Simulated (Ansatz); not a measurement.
Cost and result up the ladder for Sr2S3 (the lowest singlet isomer of a short search) (5 atoms). The state is a singlet with charge 0. Geometry: B3LYP-D4/def2-SVP.

```xyz
5

Sr    1.658    0.237   -0.754
Sr   -1.334   -0.909    0.876
S     1.019   -2.113    0.386
S    -1.060    1.028   -1.223
S    -0.284    1.757    0.714
```

Ansatz on 4 threads of Arm Neoverse V2 on a shared host. Times are rough, and most runs start from the orbitals of an earlier one. ωB97X-V/def2-TZVP serves as the yardstick here, not as an exact answer. Differences are given only for rows in sets of like size (and for xTB, whose basis is part of the method), since another set adds its own error. Binding counts from free atoms at the same level (Sr singlet, S triplet; other spins of the atoms weren't run), without zero-point energy or a counterpoise term.

In the def2 sets Sr takes a core potential; there is no spin–orbit coupling. Correlated methods freeze 15 core orbitals; core or outer-core shells of Sr are correlated, in sets that lack core-valence functions. The structure comes from a short search, and lower isomers may exist.

Correlated methods converge slowly with the basis.

| level | functions | wall time |
| --- | --- | --- |
| PBE-D4/def2-SVP | 100 | 1.2 s |
| PBE0-D4/def2-SVP | 100 | 1.9 s |
| PBE-D4/def2-TZVP | 177 | 1.9 s |
| MP2/def2-TZVP | 177 | 2.1 s |
| BLYP-D4/def2-TZVP | 177 | 2.3 s |
| PBE-D4/def2-TZVPD | 204 | 2.6 s |
| PBE0-D4/def2-TZVPD | 204 | 3.9 s |
| RPA@PBE/def2-TZVP | 177 | 4.4 s |
| PBE0-D4/def2-TZVP (with forces) | 177 | 4.7 s |
| r2SCAN-D4/def2-TZVP | 177 | 5.5 s |
| r2SCAN-D4/def2-TZVPD | 204 | 6.5 s |
| ωB97X-V/def2-TZVP | 177 | 9.5 s |
| CCSD(T)/def2-TZVPP | 206 | 1.8 min |

Q: Estimate what each level gives for the binding energy per atom (eV).

A: 
| level | binding energy per atom (eV) | difference from ωB97X-V/def2-TZVP (eV) |
| --- | --- | --- |
| PBE-D4/def2-SVP | 3.25 | – |
| PBE0-D4/def2-SVP | 3.16 | – |
| PBE-D4/def2-TZVP | 3.21 | 0.06 |
| MP2/def2-TZVP | 2.91 | -0.24 |
| BLYP-D4/def2-TZVP | 2.99 | -0.16 |
| PBE-D4/def2-TZVPD | 3.21 | 0.05 |
| PBE0-D4/def2-TZVPD | 3.13 | -0.02 |
| RPA@PBE/def2-TZVP | 2.49 | -0.66 |
| PBE0-D4/def2-TZVP (with forces) | 3.13 | -0.02 |
| r2SCAN-D4/def2-TZVP | 3.26 | 0.11 |
| r2SCAN-D4/def2-TZVPD | 3.27 | 0.12 |
| ωB97X-V/def2-TZVP | 3.15 | 0.00 |
| CCSD(T)/def2-TZVPP | 2.81 | -0.34 |
